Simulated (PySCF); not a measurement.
**Spin states of BeB⁺**

Unrestricted PBE0; basis Be pcseg-1, B pcseg-1; no relativity; PySCF 2.14. Outer shells of the fragments: Be 2s2; B+ 2s2.

Followed along the bond (rough minima from three points):

```tsv
2Ms+1	unpaired	⟨S²⟩ at the start	R at minimum (Å)	Te (eV)
1	none	0.00	2.20	0.00
3	σ ↑, π ↑	2.01	1.81	0.46
3	σ ↑↑	2.00	2.09	0.93
1	σ ↑, π ↓	1.01	none in the scan	≤ 1.02
```

Solutions found at the starting distance of 1.875 Å, counted from the lowest of them; the search is not exhaustive and high or unbound solutions are not listed, so other states can lie among these:

| 2Ms+1 | unpaired | term | E (eV) | ⟨S²⟩ | ⟨Lz²⟩ | μ (D) |
| --- | --- | --- | --- | --- | --- | --- |
| 1 | none | ¹Σ⁺ | 0.00 | 0.00 | 0.00 | -3.51 |
| 3 | σ ↑, π ↑ | ³Π | 0.14 | 2.01 | 1.00 | -3.90 |
| 1 | σ ↑, π ↓ | mixed | 0.68 | 1.01 | 1.00 | -4.12 |
| 3 | σ ↑↑ | ³Σ⁺ | 0.75 | 2.00 | 0.00 | 1.34 |
| 3 | π ↑↑ | ³Σ⁻ | 2.05 | 2.03 | 0.00 | -3.80 |
| 1 | π ↑↓ | mixed | 2.35 | 1.00 | 2.00 | -3.58 |
| 1 | none | mixed | 3.11 | 0.00 | 2.00 | -3.20 |
| 3 | π ↑↑ | mixed | 5.23 | 2.02 | 2.00 | -0.51 |

A term symbol is given only where ⟨S²⟩ and ⟨Lz²⟩ are close to those of a pure state; real π, δ and φ orbitals otherwise mix terms. A positive dipole points towards B; it is taken about the centre of mass and depends on that origin.

Problem. Compare the gap between the two lowest followed solutions at the starting distance with the gap between their minima.

Solution. At PBE0 the second solution (triplet, unpaired electrons σ ↑, π ↑) lies +0.14 eV from the first (singlet, closed shell) at 1.875 Å and +0.46 eV at the minima; the two curves relax by different amounts, since their minima lie near 1.81 and 2.20 Å.
